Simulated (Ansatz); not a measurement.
Reaction (redistribution): `F[SiH2][TeH]` + `BOCN` → `NC[TeH]` + `BO[SiH2]F`

Isolated molecules relaxed with PBE0-D4/def2-TZVP in Ansatz; ΔE leaves out vibrations. CCSD(T)/CBS is the MP2 limit (def2-TZVPP, def2-QZVPP) plus CCSD(T) − MP2 in def2-TZVPP, frozen cores. Functionals use def2-TZVPP. B3LYP here is the variant with VWN-RPA as its local correlation; programs differ in this. def2 core potentials past Kr. For Te outer-core shells are correlated without core-valence functions, which leaves a few kJ/mol of doubt a bond. Each species was taken in one conformer, which may not be the lowest.

```tsv
level	ΔE (kJ/mol)	difference from CCSD(T)/CBS
revPBE-D4	-35.4	21.6
r2SCAN-D4	-42.9	14.1
PBE0-D4	-37.0	20.0
B3LYP-D4	-49.9	7.1
r2SCANh-D4	-44.0	13.0
B2PLYP	-53.1	3.9
PBE-QIDH	-47.0	10.0
BLYP	-44.9	12.1
r2SCAN	-42.8	14.2
PBE0	-36.3	20.7
CAM-B3LYP	-49.5	7.5
LC-ωPBE	-40.2	16.8
MP2/def2-SVP	-34.0	23.0
HF/def2-TZVPP	-61.6	-4.6
MP2/def2-TZVPP	-59.8	-2.8
SCS-MP2/def2-QZVPP	-63.7	-6.7
CCSD(T)/CBS	-57.0	0
```

Largest T1 diagnostic among the species: 0.013.

At CCSD(T), def2-SVP lies +29.2 kJ/mol from the extrapolated value and def2-TZVPP +1.5 kJ/mol. From BLYP to BHLYP (50 % exact exchange), in def2-TZVPP and without D4, ΔE moves by −9.3 kJ/mol.
